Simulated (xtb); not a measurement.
C6H16N2, singlet, geometry from GFN2-xTB; GFN1-xTB (xtb).

Input for xtb:
```
$ xtb mol.xyz --gfn 1 --hess --json

# file mol.xyz
24

C      2.41516844    -1.12686093     0.94830090
N      1.34850325    -0.29983269     0.42831183
C      1.86279536     0.91719718    -0.16197953
C      0.51292923    -1.05704265    -0.48430524
C     -0.67508306    -0.26642563    -1.04320054
N     -1.31094644     0.60636413    -0.07452281
C     -1.76272826    -0.10046876     1.10462197
C     -2.38765336     1.35143374    -0.68910597
H      2.98240896    -0.55579652     1.68182244
H      1.98931009    -1.99925753     1.44366294
H      3.10776160    -1.47689264     0.16450453
H      1.02829265     1.57379002    -0.39206355
H      2.44865870     0.73157661    -1.07729691
H      2.50409915     1.41518187     0.56354713
H      0.14390305    -1.92813636     0.06502865
H      1.09348761    -1.43575956    -1.34912948
H     -0.33552784     0.36413175    -1.87015395
H     -1.39196321    -1.00034081    -1.46254152
H     -0.89807506    -0.51097913     1.61872671
H     -2.25641400     0.60637660     1.76967255
H     -2.47077017    -0.91204615     0.86900461
H     -3.20237675     0.70466205    -1.05578897
H     -1.99863244     1.92317031    -1.53148044
H     -2.79963018     2.04760171     0.03997254
```

Output, abridged:

```
   ID    Z sym.   atoms
    1    6 C      1, 3-5, 7, 8
    2    7 N      2, 6
    3    1 H      9-24

           -------------------------------------------------
          |                Calculation Setup                |
           -------------------------------------------------

           -------------------------------------------------
          |                 G F N 1 - x T B                 |
           -------------------------------------------------

          ...................................................
          :                      SETUP                      :
          :.................................................:
          :  # basis functions                  64          :
          :  # atomic orbitals                  64          :
          :  # shells                           48          :
          :  # electrons                        50          :
          :  # halogen bonds                     0          :
          :  max. iterations                   250          :
          :  Hamiltonian                  GFN1-xTB          :
          :  restarted?                      false          :
          :  GBSA solvation                  false          :
          :  PC potential                    false          :
          :  electronic temp.          300.0000000     K    :
          :  accuracy                    1.0000000          :
          :  -> integral cutoff          0.2500000E+02      :
          :  -> integral neglect         0.1000000E-07      :
          :  -> SCF convergence          0.1000000E-05 Eh   :
          :  -> wf. convergence          0.2000000E-04 e    :
          :  Broyden damping             0.4000000          :
          :  net charge                          0          :
          :  unpaired electrons                  0          :
          ...................................................

 iter      E             dE          RMSdq      gap      omega  full diag
   1    -27.9517955 -0.279518E+02  0.734E+00    6.10       0.0  T
   2    -27.9954519 -0.436565E-01  0.448E+00    6.69       1.0  T
   3    -27.9960013 -0.549364E-03  0.606E-01    6.87       1.0  T
   4    -27.9984100 -0.240870E-02  0.598E-02    6.78       1.0  T
   5    -27.9984450 -0.350045E-04  0.375E-03    6.79       5.4  T
   6    -27.9984451 -0.115960E-06  0.104E-03    6.79      19.7  T
   7    -27.9984451 -0.919884E-08  0.102E-04    6.79     199.7  T
   8    -27.9984451 -0.813003E-10  0.104E-05    6.79    1972.1  T

   *** convergence criteria satisfied after 8 iterations ***

         :::::::::::::::::::::::::::::::::::::::::::::::::::::
         ::                     SUMMARY                     ::
         :::::::::::::::::::::::::::::::::::::::::::::::::::::
         :: total energy             -27.678197357796 Eh    ::
         :: gradient norm              0.035021288570 Eh/a0 ::
         :: HOMO-LUMO gap              6.788454939568 eV    ::
         ::.................................................::
         :: SCC energy               -27.998445145750 Eh    ::
         :: -> electrostatic           0.028295474234 Eh    ::
         :: repulsion energy           0.330676199155 Eh    ::
         :: dispersion energy         -0.010428411201 Eh    ::
         :: halogen bond corr.         0.000000000000 Eh    ::
         :: add. restraining           0.000000000000 Eh    ::
         :: total charge               0.000000000000 e     ::
         :::::::::::::::::::::::::::::::::::::::::::::::::::::

           -------------------------------------------------
          |                Numerical Hessian                |
           -------------------------------------------------
step length          :   0.00500
SCC accuracy         :   0.30000
Hessian scale factor :   1.00000
frozen atoms in %    :   0.00000    0
RMS gradient         :   0.03502 !! INCOMPLETELY OPTIMIZED GEOMETRY !!
estimated CPU  time      0.09 min

writing file <hessian>.

 projected vibrational frequencies (cm⁻¹)
eigval :       -0.00    -0.00    -0.00    -0.00     0.00     0.00
eigval :      -42.86   -39.67    54.72   157.27   176.29   183.18
eigval :      194.94   246.89   305.37   325.44   343.47   357.26
eigval :      416.11   417.94   585.97   817.15   839.95   946.27
eigval :      989.64  1047.57  1049.88  1055.17  1065.12  1084.84
eigval :     1085.25  1103.65  1147.25  1167.06  1210.74  1242.67
eigval :     1267.53  1272.92  1288.38  1304.01  1364.64  1370.00
eigval :     1400.67  1402.83  1415.37  1416.05  1470.62  1471.60
eigval :     1477.44  1477.58  1479.57  1482.10  1484.43  1485.14
eigval :     1486.78  1487.69  2854.36  2857.82  2906.49  2906.81
eigval :     2912.43  2913.53  3019.79  3029.26  3055.88  3055.98
eigval :     3071.82  3072.41  3086.38  3086.51  3113.80  3114.01
           -------------------------------------------------
          |                Property Printout                |
           -------------------------------------------------

    * Orbital Energies and Occupations

         #    Occupation            Energy/Eh            Energy/eV
      -------------------------------------------------------------
         1        2.0000           -0.7503244             -20.4174
       ...           ...                  ...                  ...
        13        2.0000           -0.5342578             -14.5379
        14        2.0000           -0.5232402             -14.2381
        15        2.0000           -0.5127384             -13.9523
        16        2.0000           -0.5068652             -13.7925
        17        2.0000           -0.5005305             -13.6201
        18        2.0000           -0.5003932             -13.6164
        19        2.0000           -0.4866173             -13.2415
        20        2.0000           -0.4803569             -13.0712
        21        2.0000           -0.4750308             -12.9262
        22        2.0000           -0.4674993             -12.7213
[...]
 IR intensities (km·mol⁻¹)
   1:  0.35   2:  0.15   3:  0.05   4:  0.03   5:  0.14   6:  0.61   7:  2.28   8:  0.01
   9:  1.30  10:  0.06  11:  0.24  12:  0.14  13:  0.12  14:  0.33  15:  2.54  16:  6.95
  17:  6.39  18: 14.95  19:  0.10  20:  1.70  21:  6.94  22:  8.54  23: 18.26  24: 24.15
  25:  0.05  26:  0.06  27: 11.39  28: 23.99  29:  0.50  30:  4.50  31:  4.52  32: 10.35
  33:  5.87  34:  9.24  35:  6.63  36:  1.30  37:  2.33  38:  2.11  39:  1.76  40:  6.09
  41:  1.02  42:  0.29  43:  0.71  44:  7.96  45:  0.63  46:  2.43  47:  1.25  48:  4.74
  49:  8.04  50: 12.61  51:  3.02  52: 12.68  53:  9.23  54:  9.54  55:  3.36  56:  1.48
  57: 15.93  58: 94.29  59: 52.29  60: 15.39  61:123.70  62: 40.13  63:  2.57  64: 51.57
  65:  6.27  66: 25.82  67:  3.20  68: 32.82  69: 22.28  70: 26.30  71: 22.91  72:  0.81
Molecule has the following symmetry elements: (C2)
It seems to be the C2 point group
 Raman intensities (Ä⁴*amu⁻¹)
   1:  0.00   2:  0.00   3:  0.00   4:  0.00   5:  0.00   6:  0.00   7:  0.00   8:  0.00
   9:  0.00  10:  0.00  11:  0.00  12:  0.00  13:  0.00  14:  0.00  15:  0.00  16:  0.00
  17:  0.00  18:  0.00  19:  0.00  20:  0.00  21:  0.00  22:  0.00  23:  0.00  24:  0.00
  25:  0.00  26:  0.00  27:  0.00  28:  0.00  29:  0.00  30:  0.00  31:  0.00  32:  0.00
  33:  0.00  34:  0.00  35:  0.00  36:  0.00  37:  0.00  38:  0.00  39:  0.00  40:  0.00
  41:  0.00  42:  0.00  43:  0.00  44:  0.00  45:  0.00  46:  0.00  47:  0.00  48:  0.00
  49:  0.00  50:  0.00  51:  0.00  52:  0.00  53:  0.00  54:  0.00  55:  0.00  56:  0.00
  57:  0.00  58:  0.00  59:  0.00  60:  0.00  61:  0.00  62:  0.00  63:  0.00  64:  0.00
  65:  0.00  66:  0.00  67:  0.00  68:  0.00  69:  0.00  70:  0.00  71:  0.00  72:  0.00
 output can be read by thermo (or use thermo option).
 writing <g98.out> molden fake output.
 recommended (thermochemical) frequency scaling factor: 1.0
           -------------------------------------------------
          |             Thermodynamic Functions             |
           -------------------------------------------------

c2  symmetry found (for desy threshold:  0.10E+00) used in thermo

          ...................................................
          :                      SETUP                      :
          :.................................................:
          :  # frequencies                          64      :
          :  # imaginary freq.                       2      :
          :  linear?                             false      :
          :  only rotor calc.                    false      :
          :  symmetry                               c2      :
          :  rotational number                       2      :
          :  scaling factor                  1.0000000      :
          :  rotor cutoff                   50.0000000 cm⁻¹ :
          :  imag. cutoff                  -20.0000000 cm⁻¹ :
          :.................................................:

    mode    ω/cm⁻¹     T·S(HO)/kcal·mol⁻¹    T·S(FR)/kcal·mol⁻¹   T·S(vib)
   ------------------------------------------------------------------------
       1     54.72    -1.38317 ( 58.92%)    -1.02958 ( 41.08%)    -1.23791
       2    157.27    -0.76994 ( 98.99%)    -0.71699 (  1.01%)    -0.76940
       3    176.29    -0.70581 ( 99.36%)    -0.68316 (  0.64%)    -0.70566
       4    183.18    -0.68448 ( 99.45%)    -0.67182 (  0.55%)    -0.68441
       5    194.94    -0.65007 ( 99.57%)    -0.65339 (  0.43%)    -0.65008
       6    246.89    -0.52256 ( 99.83%)    -0.58342 (  0.17%)    -0.52266
   ------------------------------------------------------------------------

   temp. (K)  partition function   enthalpy   heat capacity  entropy
                                   cal/mol     cal/K/mol   cal/K/mol   J/K/mol
 298.15  VIB   226.                 4153.841     28.269     24.217
         ROT  0.202E+06              888.752      2.981     27.260
         INT  0.457E+08             5042.594     31.250     51.477
         TR   0.121E+28             1481.254      4.968     40.147
         TOT                        6523.8476    36.2179    91.6241   383.3553

       T/K    H(0)-H(T)+PV         H(T)/Eh          T*S/Eh         G(T)/Eh
   ------------------------------------------------------------------------
    298.15    0.103964E-01    0.229054E+00    0.435336E-01    0.185521E+00
   ------------------------------------------------------------------------

         :::::::::::::::::::::::::::::::::::::::::::::::::::::
         ::                  THERMODYNAMIC                  ::
         :::::::::::::::::::::::::::::::::::::::::::::::::::::
         :: total free energy         -27.492676697125 Eh   ::
         ::.................................................::
         :: total energy              -27.678197357797 Eh   ::
         :: zero point energy           0.218657822195 Eh   ::
         :: G(RRHO) w/o ZPVE           -0.033137161523 Eh   ::
         :: G(RRHO) contrib.            0.185520660672 Eh   ::
         :::::::::::::::::::::::::::::::::::::::::::::::::::::
imag cut-off (cm-1) :    5.00
 found            2  significant imaginary frequencies
 writing imag mode distorted coords to xtbhess.xyz
 for further optimization.

           -------------------------------------------------
          | TOTAL ENERGY              -27.678197357797 Eh   |
          | TOTAL ENTHALPY            -27.449143122644 Eh   |
          | TOTAL FREE ENERGY         -27.492676697125 Eh   |
          | GRADIENT NORM               0.035021319255 Eh/α |
          | HOMO-LUMO GAP               6.788453495063 eV   |
           -------------------------------------------------
########################################################################
[WARNING] Runtime exception occurred
-1- hessian_numhess: Hessian on incompletely optimized geometry!
########################################################################

normal termination of xtb
```
